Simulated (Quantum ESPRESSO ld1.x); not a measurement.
ld1.x (Quantum ESPRESSO 7.5) input

```
 &input
    zed=35.0,
    iswitch=1,
    rel=1,
    lsd=1,
    dft='PZ',
    config='[Ar] 3d9 4s2 4p5 4f1 5s0 4d0',
    prefix='ld1',
    max_out_wfc=37,
    file_charge='ld1.rho',
 /
```

Command: `OMP_NUM_THREADS=1 ld1.x < ld1.in > ld1.out`

It prints:

```
     Program LD1 v.7.5 starts

     --------------------------- All-electron run ----------------------------

     scalar relativistic calculation

     atomic number is 35.00
     dft =PZ   lsd =1 sic =0 latt =0  beta=0.20 tr2=1.0E-14
     Exchange-correlation= PZ
                           (   1   1   0   0   0   0   0)
     mesh =2021 r(mesh) =  99.94819 a.u. xmin = -8.00 dx = 0.00800
     1 Ry =  13.60569312 eV, c = 137.03599908

     n l     nl                  e(Ry)          e(Ha)          e(eV)
     1 0     1S 1( 1.00)      -979.0980      -489.5490    -13321.3069
     2 0     2S 1( 1.00)      -129.2111       -64.6055     -1758.0059
     2 1     2P 1( 3.00)      -114.2965       -57.1483     -1555.0836
     3 0     3S 1( 1.00)       -19.1596        -9.5798      -260.6801
     3 1     3P 1( 3.00)       -14.4405        -7.2202      -196.4725
     3 2     3D 1( 5.00)        -6.6248        -3.3124       -90.1343
     4 0     4S 1( 1.00)        -2.3513        -1.1756       -31.9907
     4 1     4P 1( 3.00)        -1.3308        -0.6654       -18.1059
     4 3     4F 1( 1.00)        -0.0342        -0.0171        -0.4656
     5 0     5S 1( 0.00)        -0.3081        -0.1540        -4.1918
     4 2     4D 1( 0.00)        -0.1748        -0.0874        -2.3778
     1 0     1S 2( 1.00)      -979.0898      -489.5449    -13321.1952
     2 0     2S 2( 1.00)      -129.1263       -64.5632     -1756.8533
     2 1     2P 2( 3.00)      -114.2285       -57.1143     -1554.1580
     3 0     3S 2( 1.00)       -19.0387        -9.5193      -259.0344
     3 1     3P 2( 3.00)       -14.3201        -7.1600      -194.8347
     3 2     3D 2( 4.00)        -6.4991        -3.2495       -88.4247
     4 0     4S 2( 1.00)        -2.2800        -1.1400       -31.0207
     4 1     4P 2( 2.00)        -1.2686        -0.6343       -17.2597
     4 3     4F 2( 0.00)        -0.0231        -0.0116        -0.3148
     5 0     5S 2( 0.00)        -0.2958        -0.1479        -4.0251
     4 2     4D 2( 0.00)        -0.1517        -0.0758        -2.0638

     final scf error:  5.3E-15 reached in  35 iterations

     Etot =   -5200.555671 Ry,   -2600.277835 Ha,  -70757.164527 eV
     Total magnetization:    3.00 Bohr mag.

     Ekin =    5311.602672 Ry,    2655.801336 Ha,   72268.035941 eV
     Encl =  -12497.323532 Ry,   -6248.661766 Ha, -170034.748842 eV
     Eh   =    2160.710927 Ry,    1080.355463 Ha,   29397.969796 eV
     Exc  =    -175.545737 Ry,     -87.772868 Ha,   -2388.421422 eV

     normalization and overlap integrals

     s(1S/1S) =  1.000000  <r> =   0.0428  <r2> =    0.0025  r(max) =   0.0279
     s(1S/2S) = -0.006050
     s(1S/3S) = -0.002357
     s(1S/4S) = -0.000841
     s(1S/5S) = -0.000285
     s(2S/2S) =  1.000000  <r> =   0.1898  <r2> =    0.0425  r(max) =   0.1596
     s(2S/3S) = -0.001395
     s(2S/4S) = -0.000484
     s(2S/5S) = -0.000164
     s(2P/2P) =  1.000000  <r> =   0.1656  <r2> =    0.0336  r(max) =   0.1275
     s(2P/3P) = -0.001134
     s(2P/4P) = -0.000339
     s(3S/3S) =  1.000000  <r> =   0.5478  <r2> =    0.3450  r(max) =   0.4813
     s(3S/4S) = -0.000297
     s(3S/5S) = -0.000099
     s(3P/3P) =  1.000000  <r> =   0.5579  <r2> =    0.3642  r(max) =   0.4774
     s(3P/4P) = -0.000224
     s(3D/3D) =  1.000000  <r> =   0.5714  <r2> =    0.4015  r(max) =   0.4234
     s(3D/4D) = -0.000081
     s(4S/4S) =  1.000000  <r> =   1.5643  <r2> =    2.7909  r(max) =   1.3507
     s(4S/5S) = -0.000048
     s(4P/4P) =  1.000000  <r> =   1.8482  <r2> =    3.9511  r(max) =   1.5352
     s(4F/4F) =  1.000000  <r> =  17.1376  <r2> =  318.7460  r(max) =  16.0010
     s(5S/5S) =  1.000000  <r> =   4.6116  <r2> =   24.3994  r(max) =   3.9144
     s(4D/4D) =  1.000000  <r> =   3.8811  <r2> =   19.1492  r(max) =   2.7092
     s(1S/1S) =  1.000000  <r> =   0.0428  <r2> =    0.0025  r(max) =   0.0279
     s(1S/2S) = -0.006052
     s(1S/3S) = -0.002354
     s(1S/4S) = -0.000837
     s(1S/5S) = -0.000280
     s(2S/2S) =  1.000000  <r> =   0.1898  <r2> =    0.0425  r(max) =   0.1596
     s(2S/3S) = -0.001394
     s(2S/4S) = -0.000482
     s(2S/5S) = -0.000161
     s(2P/2P) =  1.000000  <r> =   0.1655  <r2> =    0.0335  r(max) =   0.1275
     s(2P/3P) = -0.001132
     s(2P/4P) = -0.000335
     s(3S/3S) =  1.000000  <r> =   0.5483  <r2> =    0.3456  r(max) =   0.4813
     s(3S/4S) = -0.000295
     s(3S/5S) = -0.000097
     s(3P/3P) =  1.000000  <r> =   0.5586  <r2> =    0.3651  r(max) =   0.4774
     s(3P/4P) = -0.000222
     s(3D/3D) =  1.000000  <r> =   0.5729  <r2> =    0.4038  r(max) =   0.4234
     s(3D/4D) = -0.000074
     s(4S/4S) =  1.000000  <r> =   1.5721  <r2> =    2.8218  r(max) =   1.3616
     s(4S/5S) = -0.000047
     s(4P/4P) =  1.000000  <r> =   1.8684  <r2> =    4.0457  r(max) =   1.5475
     s(4F/4F) =  1.000000  <r> =  18.4060  <r2> =  370.2533  r(max) =  17.0586
     s(5S/5S) =  1.000000  <r> =   4.6656  <r2> =   24.9273  r(max) =   3.9775
     s(4D/4D) =  1.000000  <r> =   4.1427  <r2> =   21.8520  r(max) =   2.8652

     ------------------------ End of All-electron run ------------------------
```

Run on one thread of a shared host, so times are rough (Intel(R) Xeon(R) Processor @ 2.60GHz): 0.71 s of CPU time, 1.3 s wall, 35 iterations on 2021 mesh points.
